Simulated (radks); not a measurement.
Q: Re XLVII, 29 electrons, occupied as [Ar] 3d10 4s1. Method: Dirac Kohn-Sham, PBE, spin-unpolarised, spherical densities, finite nucleus; Fermi nuclear charge, rms radius 5.3698 fm; computed with a radial shooting solver on a logarithmic mesh with Libxc functionals. Some entries of the table are withheld. Estimate them.

orbital  occ.  eigenvalue (Ry)  r(max) (bohr)  <1/r> (bohr^-1)
1s1/2       2        -5431.857        0.01124            88.72
2s1/2       2              (1)        0.06465            21.68
2p1/2       2              (2)        0.04795            21.64
2p3/2       4              (3)        0.05487            18.08
3s1/2       2        -372.8231         0.1804            8.121
3p1/2       2        -356.0843         0.1686            8.037
3p3/2       4        -331.9346         0.1822            7.120
3d3/2       4        -304.4870         0.1420            7.001
3d5/2       6        -299.1528         0.1457            6.786
4s1/2       1        -183.3250         0.3799              (4)

A: 
(1) 2s1/2 eigenvalue (Ry): -1081.666
(2) 2p1/2 eigenvalue (Ry): -1043.415
(3) 2p3/2 eigenvalue (Ry): -937.0773
(4) 4s1/2 <1/r> (bohr^-1): 3.985
